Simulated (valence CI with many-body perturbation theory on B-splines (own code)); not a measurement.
**E1 line list for La LIII**

Method: valence CI with perturbative core correlation (CI+MBPT): three valence electrons over a frozen Dirac-Fock core [He], radial functions for each j: 11 s, 11 p, 10 d, 8 f, 5 g, 2 h, with the one-electron correlation potential Σ1, the two-electron term Σ2, the three-electron term Σ3, Breit, model QED; selected CI, second order for the rest, scaled by the run's own slope (own B-spline code, finite nucleus).

The last digits are not significant, and no measured levels were compared; by estimate large intervals hold to a few tenths of a per cent, small ones and those within an open d or f shell to about a per cent.

Lines 101 to 150 of 536 in falling wavelength, among levels below 68359 × 10³ cm⁻¹, chosen from the strongest by gf and those to the six lowest levels. Wavelengths and rates use the calculated energies. Electric multipoles are in the length gauge, E1 and E2 with the static RPA response of the core. Weak lines are less certain than strong ones. Lines between different terms over intervals too small for the method are left out, as are lines whose strength nearly cancels.

Levels are named by their leading jj configuration (3d3/2^4 stands for four electrons in 3d with j = 3/2), which in mixed levels can hold well under half, so a name can repeat and another be missing. Letters in brackets count levels of one name in rising energy.

```tsv
λ vac (Å)	Upper	Lower	A (s⁻¹)	log gf	Branch %
63.65	(2s 2p1/2 3d3/2) J=3/2 [b]	(2s 2p1/2 3p1/2) J=3/2	4.01e+10	-1.01	0.0
62.72	(2s^2 3p3/2) J=3/2	(2s^2 3s) J=1/2	1.40e+11	-0.48	1.4
62.66	(2s 2p3/2 3p3/2) J=3/2 [b]	(2s 2p3/2 3s) J=3/2 [b]	5.91e+10	-0.86	0.1
62.56	(2p1/2 2p3/2 3p3/2) J=7/2	(2s 2p3/2 3p3/2) J=5/2 [a]	3.05e+10	-0.84	0.0
62.50	(2p1/2^2 3d5/2) J=5/2	(2s 2p1/2 3d5/2) J=7/2	2.68e+10	-1.03	0.0
62.07	(2s 2p1/2 3p3/2) J=5/2	(2s 2p1/2 3s) J=3/2	1.17e+11	-0.39	1.0
61.46	(2p1/2 2p3/2 3s) J=3/2 [b]	(2s 2p3/2 3s) J=3/2 [a]	4.24e+10	-1.02	0.0
61.43	(2s 2p3/2 3p3/2) J=3/2 [b]	(2s 2p3/2 3s) J=1/2	9.16e+10	-0.68	0.1
61.39	(2p1/2 2p3/2 3s) J=3/2 [a]	(2s 2p3/2 3s) J=5/2	3.96e+10	-1.05	0.1
61.23	(2p1/2 2p3/2 3s) J=5/2	(2s 2p3/2 3s) J=3/2 [a]	4.37e+10	-0.83	0.1
61.20	(2s 2p1/2 3p3/2) J=3/2 [b]	(2s 2p1/2 3s) J=3/2	7.31e+10	-0.78	0.0
61.13	(2p1/2^2 3s) J=1/2	(2s 2p1/2 3s) J=1/2 [b]	1.01e+11	-0.95	0.1
60.83	(2s 2p3/2 3p3/2) J=1/2 [b]	(2s 2p3/2 3s) J=1/2	1.22e+11	-0.87	2.4
60.82	(2p1/2 2p3/2 3p3/2) J=3/2 [b]	(2p1/2 2p3/2 3s) J=3/2 [a]	4.46e+10	-1.00	0.0
60.34	(2s 2p3/2 3p3/2) J=1/2 [a]	(2s 2p3/2 3s) J=3/2 [a]	1.23e+11	-0.87	0.1
59.39	(2p3/2^2 3p3/2) J=3/2 [a]	(2p3/2^2 3s) J=3/2	1.35e+11	-0.54	0.1
59.20	(2p1/2 2p3/2 3p3/2) J=1/2 [b]	(2p1/2 2p3/2 3s) J=3/2 [b]	1.21e+11	-0.90	0.1
59.03	(2s 2p1/2 2p3/2) J=1/2	(2s^2 2p3/2) J=3/2	9.77e+09	-1.99	0.7
58.89	(2s 2p1/2 2p3/2) J=3/2 [b]	(2s^2 2p3/2) J=3/2	6.72e+09	-1.85	0.6
55.86	(2p1/2 2p3/2 3s) J=5/2	(2s 2p3/2 3s) J=5/2	8.28e+10	-0.63	0.1
51.23	(2p1/2^2 2p3/2) J=3/2	(2s 2p1/2 2p3/2) J=5/2	4.80e+10	-1.12	5.5
45.01	(2p1/2^2 2p3/2) J=3/2	(2s 2p1/2 2p3/2) J=3/2 [a]	1.54e+10	-1.73	1.8
21.72	(2p3/2^2 3d5/2) J=7/2	(2s 2p3/2 3d5/2) J=5/2 [b]	2.43e+11	-0.86	5.4
21.71	(2p3/2^2 3p3/2) J=5/2	(2s 2p3/2 3p3/2) J=3/2 [b]	3.51e+11	-0.83	0.2
21.25	(2p3/2^2 3p3/2) J=7/2	(2s 2p3/2 3p3/2) J=5/2 [b]	5.65e+11	-0.51	0.4
21.23	(2p3/2^2 3d5/2) J=7/2	(2s 2p3/2 3d5/2) J=7/2 [b]	1.89e+11	-0.99	4.2
21.21	(2p3/2^2 3d3/2) J=5/2	(2s 2p3/2 3d3/2) J=3/2 [b]	2.79e+11	-0.95	0.1
21.19	(2p3/2^2 3d5/2) J=9/2	(2s 2p3/2 3d5/2) J=7/2 [b]	5.35e+11	-0.44	17.4
21.01	(2p3/2^2 3s) J=5/2	(2s 2p3/2 3s) J=3/2 [b]	5.96e+11	-0.63	2.1
20.97	(2p3/2^2 3d3/2) J=7/2	(2s 2p3/2 3d3/2) J=5/2 [b]	5.08e+11	-0.57	0.1
20.90	(2p3/2^2 3p1/2) J=3/2	(2s 2p3/2 3p1/2) J=1/2	5.41e+11	-0.85	0.3
20.86	(2p3/2^2 3p1/2) J=5/2	(2s 2p3/2 3p1/2) J=3/2 [b]	6.10e+11	-0.62	0.3
20.79	(2s 2p3/2^2) J=5/2	(2s^2 2p3/2) J=3/2	2.34e+11	-1.04	99.6
20.61	(2p3/2^2 3d5/2) J=5/2 [a]	(2s 2p3/2 3d5/2) J=3/2 [b]	3.04e+11	-0.93	0.0
20.57	(2p3/2^2 3s) J=3/2	(2s 2p3/2 3s) J=1/2	5.06e+11	-0.89	0.5
20.52	(2p3/2^2 3d5/2) J=5/2 [a]	(2s 2p3/2 3d5/2) J=5/2 [b]	2.99e+11	-0.95	0.0
20.40	(2p3/2^2 3p3/2) J=3/2 [a]	(2s 2p3/2 3p3/2) J=1/2 [b]	5.66e+11	-0.85	0.3
20.34	(2p1/2 2p3/2^2) J=3/2	(2s 2p1/2 2p3/2) J=1/2	5.85e+11	-0.84	34.2
19.97	(2p1/2 2p3/2 3d5/2) J=5/2 [a]	(2s 2p1/2 3d5/2) J=5/2 [b]	2.48e+11	-1.05	0.0
19.79	(2p1/2 2p3/2 3d3/2) J=5/2 [a]	(2s 2p1/2 3d3/2) J=5/2	3.61e+11	-0.90	0.6
19.70	(2p1/2 2p3/2^2) J=5/2	(2s 2p1/2 2p3/2) J=3/2 [b]	6.92e+11	-0.62	45.6
19.66	(2p1/2 2p3/2 3d5/2) J=9/2	(2s 2p1/2 3d5/2) J=7/2	5.62e+11	-0.49	23.8
19.63	(2p1/2 2p3/2 3p3/2) J=7/2	(2s 2p1/2 3p3/2) J=5/2	6.65e+11	-0.51	0.5
19.62	(2p3/2^3) J=3/2	(2s 2p3/2^2) J=3/2	1.63e+12	-0.43	63.8
19.60	(2p3/2^2 3d5/2) J=7/2	(2s 2p3/2 3d5/2) J=7/2 [a]	3.15e+11	-0.84	7.0
19.60	(2p3/2^2 3p3/2) J=3/2 [b]	(2s 2p3/2 3p3/2) J=3/2 [b]	7.97e+11	-0.74	0.5
19.58	(2s 2p3/2 3p3/2) J=5/2 [a]	(2s 2p1/2 3s) J=3/2	3.12e+11	-0.97	0.3
19.56	(2p3/2^2 3d3/2) J=3/2 [b]	(2s 2p3/2 3d3/2) J=5/2 [b]	4.79e+11	-0.96	0.1
19.54	(2p1/2 2p3/2 3s) J=3/2 [b]	(2s 2p1/2 3s) J=1/2 [b]	4.93e+11	-0.95	0.6
19.52	(2p3/2^2 3d5/2) J=5/2 [b]	(2s 2p3/2 3d5/2) J=5/2 [b]	6.83e+11	-0.63	0.1
```
